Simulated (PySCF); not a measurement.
Molecule (SMILES): Cl[C]Cl (closed-shell singlet).
Geometry (B3LYP-D3(BJ)/def2-TZVP, fixed):
```
C
Cl 1 1.7242
Cl 1 1.7242 2 109.61
```

Basis-set convergence of the mean static polarisability at HF with PySCF. All functions are spherical. Density fitting with generated auxiliary sets. No added dispersion term, no relativity. Reference: the value in aug-pcseg-3, 40.84 bohr³, itself unsure by roughly 0.3 % (its mean distance from aug-cc-pV(Q+d)Z, aug-pcseg-2, aug-cc-pV(T+d)Z). Deviations are taken from unrounded values.

| basis | functions | mean static polarisability (bohr³) |
|---|---|---|
| def2-SVP | 50 | 27.07 |
| def2-SVPD | 74 | 39.59 |
| pcseg-1 | 50 | 30.00 |
| aug-pcseg-1 | 77 | 40.55 |
| cc-pV(D+d)Z | 60 | 28.35 |
| aug-cc-pV(D+d)Z | 87 | 39.58 |
| 6-311G** | 70 | 28.48 |
| 6-311+G** | 82 | 33.09 |
| pcseg-2 | 98 | 32.54 |
| aug-pcseg-2 | 146 | 40.66 |
| def2-TZVP | 105 | 34.61 |
| def2-TZVPD | 129 | 40.72 |
| cc-pV(T+d)Z | 108 | 33.82 |
| aug-cc-pV(T+d)Z | 156 | 40.65 |
| def2-TZVPP | 115 | 34.69 |
| def2-TZVPPD | 139 | 40.73 |
| cc-pV(Q+d)Z | 183 | 37.46 |
| aug-cc-pV(Q+d)Z | 258 | 40.82 |
| pcseg-3 | 188 | 37.56 |
| aug-pcseg-3 | 263 | 40.84 |
| def2-QZVPP | 197 | 37.86 |
| def2-QZVPPD | 221 | 40.80 |

What the diffuse functions change, pair by pair:
- def2-SVP to def2-SVPD: 24 more functions, deviation -33.7 to -3.1 %
- pcseg-1 to aug-pcseg-1: 27 more functions, deviation -26.5 to -0.7 %
- cc-pV(D+d)Z to aug-cc-pV(D+d)Z: 27 more functions, deviation -30.6 to -3.1 %
- 6-311G** to 6-311+G**: 12 more functions, deviation -30.3 to -19.0 %
- pcseg-2 to aug-pcseg-2: 48 more functions, deviation -20.3 to -0.4 %
- def2-TZVP to def2-TZVPD: 24 more functions, deviation -15.3 to -0.3 %
- cc-pV(T+d)Z to aug-cc-pV(T+d)Z: 48 more functions, deviation -17.2 to -0.4 %
- def2-TZVPP to def2-TZVPPD: 24 more functions, deviation -15.0 to -0.3 %
- cc-pV(Q+d)Z to aug-cc-pV(Q+d)Z: 75 more functions, deviation -8.3 to 0.0 %
- pcseg-3 to aug-pcseg-3: 75 more functions, deviation -8.0 to 0.0 %
- def2-QZVPP to def2-QZVPPD: 24 more functions, deviation -7.3 to -0.1 %

Leaving out the reference's own pair, they bring the value nearer the reference by more than 0.3 % in 10 of 10 pairs.
